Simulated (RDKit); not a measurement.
RDKit input (MMFF94):

```python
from rdkit import Chem
from rdkit.Chem import AllChem, rdDetermineBonds

mol = Chem.MolFromXYZFile('mol.xyz')
rdDetermineBonds.DetermineBonds(mol, charge=1)
print('SMILES', Chem.MolToSmiles(Chem.RemoveHs(mol)))
ff = AllChem.MMFFGetMoleculeForceField(mol, AllChem.MMFFGetMoleculeProperties(mol))
e0 = ff.CalcEnergy()
flag = ff.Minimize(maxIts=5000, forceTol=1e-5)
print(f'energy {e0:.4f} -> {ff.CalcEnergy():.4f} kcal/mol, converged: {flag == 0}')
print(Chem.MolToXYZBlock(mol))
```
mol.xyz:
```
4

S      1.56923700    -0.30499000     0.11767700
C      0.09578600    -0.03208300     0.02546600
S     -1.48646500     0.34133100    -0.18265000
H     -1.89906300    -0.38896000     0.88676800
```

Output:

```
SMILES [S+]#CS
energy 24.6757 -> -10.0501 kcal/mol, converged: True
4

S      1.797699   -0.371107    0.164324
C      0.056837    0.012030   -0.027067
S     -1.589789    0.348469   -0.172855
H     -1.985252   -0.374094    0.882859
```

The dipole moment of an ion depends on the origin.

The geometry given is a B3LYP-D3(BJ)/def2-TZVP minimum.
